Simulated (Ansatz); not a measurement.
Ideal-gas functions of FH$_{2}$SeSi, SMILES `F[SiH][SeH]` radical at 500 K and 1 bar, from an Ansatz frequency run at PBE0-D4/def2-TZVP.

Molar mass 128.06 g/mol, point group C1 (symmetry number 1), electronic degeneracy 2, moments of inertia 26.432, 201.86, 225.416 u Å². Harmonic wavenumbers (cm⁻¹, unscaled): 117, 181, 407, 637, 645, 744, 878, 2135, 2438.

Use S(trans) = R[1.5 ln M + 2.5 ln T − 1.1517]; rotational temperatures θ = 24.2544 K / I; S(rot) = R[ln(√π/σ · √(T³/θAθBθC)) + 1.5]; for each mode x = 1.438777 ν̃/T, S = R[x/(eˣ − 1) − ln(1 − e⁻ˣ)] and H = RT x/(eˣ − 1); 1 cm⁻¹ = 0.0119627 kJ/mol; R = 8.31446 J/(mol·K).

Question: By hand: the entropy, in J/(mol·K).

Answer: Translation 180.1. Rotation: θ = 0.9176, 0.1202, 0.1076 K, giving 113.2. Vibration, mode by mode: 17.41, 13.83, 7.46, 4.35, 4.27, 3.41, 2.52, 0.13, 0.06, in all 53.4. Electronic 5.8. Sum 352.5 J/(mol·K).

Question: By hand: H − E and G − E in kJ/mol, counted from the electronic energy.

Answer: Zero-point energy ½ × 8182 × 0.0119627 = 48.9; thermal vibration 13.9; translation, rotation and pV give 4 RT = 16.6. H − E = 79.4 kJ/mol, and G − E = 79.4 − 500 × 352.5/1000 = -96.8 kJ/mol.

Vibration gives 15 % of the entropy, 17.4 J/(mol·K) of it from the mode under 150 cm⁻¹: soft modes count most, and the harmonic formula is weakest for them. The sum counts one conformer and one mirror image; others add a mixing term.
